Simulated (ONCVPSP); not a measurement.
## Transferability test, ONCV potential for Cu (Z = 29)

```
Element                 : copper
Generator               : ONCVPSP 4.0.1
Type                    : optimised norm-conserving Vanderbilt (ONCV)
Functional              : PBE
Relativity              : scalar-relativistic
Frozen core             : [Ne]
Valence charge          : 19
Reference configuration : 3s2 3p6 3d10 4s1
Partial waves           : 3s+4s: rc 1.25 bohr, ncon 4, nbas 7, qcut 11.2 1/bohr, 2 projectors; 3p: rc 0.75 bohr, ncon 4, nbas 7, qcut 11.8 1/bohr, 2 projectors, debl 0.4 Ha; 3d: rc 1.00 bohr, ncon 4, nbas 9, qcut 17.5 1/bohr, 1 projector
Local potential         : polynomial inside 0.70 bohr (lpopt 5, dvloc0 -1 Ha)
Core correction         : Teter function, fcfact 5.75, rcfact 1.3
```

In the p channel the program set the typed energies aside and used -2.651, 0.250 Ha.

Energies are relative to the spin-unpolarised reference configuration 3s2 3p6 3d10 4s1; without spin polarisation the order of configurations can differ from experiment. Not all tests gave a result: 1 of 4 tests not solved or not reliable.

| valence configuration | charge | ΔE all-electron (eV) | error AE − PS (meV) |
| --- | --- | --- | --- |
| 3s2 3p6 3d10 4s0 | +1 | 8.150 | +1.5 |
| 3s2 3p6 3d9 4s0 | +2 | 29.483 | -2.1 |
| 3s2 3p6 3d10 4s0 4p1 | 0 | 4.138 | +0.9 |
